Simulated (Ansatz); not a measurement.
The lowest singlet and triplet of ClHSi (SMILES [SiH]Cl); geometries from B3LYP-D3(BJ)/def2-TZVP, each state relaxed from the structure named, with no frequency check.
Singlet (charge 0, multiplicity 1):
```csv
atom,x (Å),y (Å),z (Å)
Si,-0.9364,0.5951,0.0000
Cl,0.8776,-0.4514,0.0000
H,-1.8095,-0.6567,0.0000
```
Triplet (charge 0, multiplicity 3):
```csv
atom,x (Å),y (Å),z (Å)
Si,-0.9771,0.4537,0.0000
Cl,0.9272,-0.3414,0.0000
H,-2.0822,-0.5483,0.0000
```

```tsv
level	gap E(singlet) − E(triplet), adiabatic (kJ/mol)	cost
R-HF/cc-pV(Q+d)Z	-70.9	-
R-SVWN5/def2-TZVPP	-138.5	×0.7
R-B3LYP/def2-TZVPP	-141.2	×1
R-PBE0/def2-TZVPP	-119.8	×1
R-B2PLYP/def2-TZVPP	-139.9	×2
R-MP2/cc-pV(D+d)Z	-123.4	-
U-MP2/cc-pV(D+d)Z (spin-contaminated)	-109.8	-
R-SCS-MP2/cc-pV(Q+d)Z	-150.0	-
U-SCS-MP2/cc-pV(Q+d)Z (spin-contaminated)	-127.3	-
R-CCSD/cc-pV(D+d)Z	-136.8	-
U-CCSD(T)/cc-pV(D+d)Z (spin-contaminated)	-138.6	×2
R-CCSDT/cc-pV(D+d)Z	-138.9	-
SA-CASSCF(2,2)/cc-pV(Q+d)Z	-120.3	-
FIC-MRCISD+Q on SA-CASSCF(2,2)/cc-pV(Q+d)Z	-141.5	-
```

The rows run from -150.0 (R-SCS-MP2/cc-pV(Q+d)Z) to -70.9 kJ/mol (R-HF/cc-pV(Q+d)Z). The 4 R-functionals in def2-TZVPP without D3 or D4 span 21.4, from R-B3LYP to R-PBE0.

A positive gap puts the triplet lower; no zero-point energy. R- takes a restricted singlet. U- takes an unrestricted singlet (broken symmetry where lower, unprojected). The triplet is unrestricted in single-reference levels. Active spaces average the two states.

Frozen-core correlation.

Doubts at one or more of the structures used: a restricted determinant that unrestricted orbitals would lower (R-HF/cc-pV(Q+d)Z, R-MP2/cc-pV(D+d)Z, R-SCS-MP2/cc-pV(Q+d)Z, R-CCSD/cc-pV(D+d)Z, R-CCSDT/cc-pV(D+d)Z); T1 above 0.05 (U-CCSD(T)/cc-pV(D+d)Z (spin-contaminated)).

Programs: Ansatz (Gaussian orbitals). Values without a source in brackets are computed.

Costs are rough ratios of core time to R-PBE/def2-TZVPP (about 3 s over the structures, on one shared machine); a dash marks a level with no comparable run of its own.

Ansatz is a first-principles code.
